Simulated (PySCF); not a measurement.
## Running PySCF for TeP

The script input.py:

```python
from pyscf import gto, dft

mol = gto.M(
    atom='Te 0 0 0; P 0 0 2.504',
    basis='lanl2dz',
    ecp={'Te': 'lanl2dz', 'P': 'lanl2dz'},
    charge=0,
    spin=1,
    verbose=4,
)
mf = dft.UKS(mol, xc='m06')
mf.kernel()
mf.stability(internal=True, external=True)
mf.dip_moment()
print('orbital energies (hartree):', [e[max(0, n-3):n+3].round(4) for e, n in zip(mf.mo_energy, mol.nelec)])
```

```bash
$ python input.py
```

The log (some set-up lines and the per-cycle HOMO/LUMO lines with their warnings removed):

```
PySCF version 2.14.0

[INPUT] Symbol           X                Y                Z      unit          X                Y                Z       unit  Magmom
[INPUT]  1 Te     0.000000000000   0.000000000000   0.000000000000 AA    0.000000000000   0.000000000000   0.000000000000 Bohr   0.0
[INPUT]  2 P      0.000000000000   0.000000000000   2.504000000000 AA    0.000000000000   0.000000000000   4.731874215911 Bohr   0.0

nuclear repulsion = 6.33998255894569
number of shells = 8
number of NR pGTOs = 24
number of NR cGTOs = 16
basis = lanl2dz
ecp = {'Te': 'lanl2dz', 'P': 'lanl2dz'}

******** <class 'pyscf.dft.uks.UKS'> ********
method = UKS
initial guess = minao
damping factor = 0
level_shift factor = 0
DIIS = <class 'pyscf.scf.diis.CDIIS'>
SCF conv_tol = 1e-09
SCF max_cycles = 50
number electrons alpha = 6  beta = 5
XC functionals = m06

grids dens level: 3
tot grids = 41144
init E= -9.16162634350824

cycle= 1 E= -14.2280578747176  delta_E= -5.07  |g|= 0.449  |ddm|=  3.1
cycle= 2 E= -13.413797715646  delta_E= 0.814  |g|= 0.941  |ddm|= 1.69
cycle= 3 E= -14.294771668918  delta_E= -0.881  |g|= 0.383  |ddm|= 1.37
cycle= 4 E= -14.4675075745631  delta_E= -0.173  |g|= 0.0159  |ddm|= 0.481
cycle= 5 E= -14.4681203410485  delta_E= -0.000613  |g|= 0.00455  |ddm|= 0.0536
cycle= 6 E= -14.468280048214  delta_E= -0.00016  |g|= 0.00302  |ddm|= 0.022
cycle= 7 E= -14.4684356535399  delta_E= -0.000156  |g|= 0.00253  |ddm|= 0.029
cycle= 8 E= -14.468573598645  delta_E= -0.000138  |g|= 0.00102  |ddm|= 0.0492
cycle= 9 E= -14.4685815075217  delta_E= -7.91e-06  |g|= 0.000209  |ddm|= 0.0125
cycle= 10 E= -14.4685816024283  delta_E= -9.49e-08  |g|= 0.000148  |ddm|= 0.00121
cycle= 11 E= -14.4685816263463  delta_E= -2.39e-08  |g|= 2.84e-05  |ddm|= 0.000209
cycle= 12 E= -14.4685816274918  delta_E= -1.15e-09  |g|= 3.14e-06  |ddm|= 7.14e-05
cycle= 13 E= -14.4685816275271  delta_E= -3.52e-11  |g|= 1.34e-06  |ddm|= 1.65e-05
Extra cycle  E= -14.4685816275249  delta_E= 2.19e-12  |g|= 3.62e-06  |ddm|= 9.9e-06
converged SCF energy = -14.4685816275249  <S^2> = 0.80143202  2S+1 = 2.0507872
uhf_internal: lowest eigs of H = [-1.45504467e-06  5.75536604e-02  1.13685564e-01]
<class 'pyscf.dft.uks.UKS'> wavefunction is stable in the internal stability analysis
uhf_real2complex: lowest eigs of H = [-0.00661733  0.04779956  0.06776718]
<class 'pyscf.dft.uks.UKS'> wavefunction has an real -> complex instability
uhf_external: lowest eigs of H = [-0.03645177  0.00039603  0.00450577]
Dipole moment(X, Y, Z, Debye):  0.00000,  0.00000, -0.34646
orbital energies (hartree): [array([-0.2947, -0.2832, -0.2201, -0.1581, -0.0514,  0.3225]), array([-0.3066, -0.2781, -0.2624, -0.1439, -0.1291, -0.0474])]
```

In short: E(SCF) = -14.468582 Eh, 13 cycles, ⟨S²⟩ = 0.801, μz(SCF) = -0.35 D, internal stable; real -> complex unstable.

Wall time 5.7 s on one thread of a shared host.

The stability test finds a lower solution, so these numbers belong to a saddle point. The bond length is a typed value, not an optimised one. No search for the lowest solution was made.
